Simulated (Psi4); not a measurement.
CH₂ (SMILES [CH2]), singlet, geometry from GFN2-xTB. Base run: B3LYP/3-21G (Psi4).

Input for Psi4:
```
memory 2 GB

molecule mol {
0 1
C     0.001065    0.163900    0.016239
H    -0.884818   -0.486960   -0.038745
H     0.878429   -0.496439   -0.058687
}

set {
  basis 3-21g
  reference rks
}

energy('b3lyp')
print_variables()
```

Each row names what was changed in the base input (with any setting that the change needs).

```json
[
 {"change": "base", "ΔE vs base (µEh)": "0.0", "SCF cycles": "6", "grid points": "65383", "basis functions": "13"},
 {"change": "guess = huckel", "ΔE vs base (µEh)": "0.0", "SCF cycles": "7", "grid points": "65383", "basis functions": "13"},
 {"change": "damping_percentage = 50", "ΔE vs base (µEh)": "-1.7", "SCF cycles": "51", "grid points": "65383", "basis functions": "13"},
 {"change": "scf_type = pk", "ΔE vs base (µEh)": "30.3", "SCF cycles": "6", "grid points": "65383", "basis functions": "13"},
 {"change": "scf_type = out_of_core", "ΔE vs base (µEh)": "30.3", "SCF cycles": "6", "grid points": "65383", "basis functions": "13"},
 {"change": "scf_type = dfdirj+cosx", "ΔE vs base (µEh)": "-3.3", "SCF cycles": "7", "grid points": "65383", "basis functions": "13"},
 {"change": "scf_type = mem_df", "ΔE vs base (µEh)": "0.0", "SCF cycles": "6", "grid points": "65383", "basis functions": "13"},
 {"change": "guess = sapgau", "ΔE vs base (µEh)": "0.0", "SCF cycles": "6", "grid points": "65383", "basis functions": "13"},
 {"change": "dft_spherical_points = 110", "ΔE vs base (µEh)": "6.9", "SCF cycles": "6", "grid points": "23847", "basis functions": "13"},
 {"change": "dft_radial_scheme = mura", "ΔE vs base (µEh)": "0.0", "SCF cycles": "6", "grid points": "65807", "basis functions": "13"},
 {"change": "dft_spherical_points = 590", "ΔE vs base (µEh)": "0.0", "SCF cycles": "6", "grid points": "127707", "basis functions": "13"},
 {"change": "ints_tolerance = 1e-8", "ΔE vs base (µEh)": "0.0", "SCF cycles": "6", "grid points": "65383", "basis functions": "13"},
 {"change": "puream = true", "ΔE vs base (µEh)": "-21.5", "SCF cycles": "6", "grid points": "65383", "basis functions": "13"}
]
```
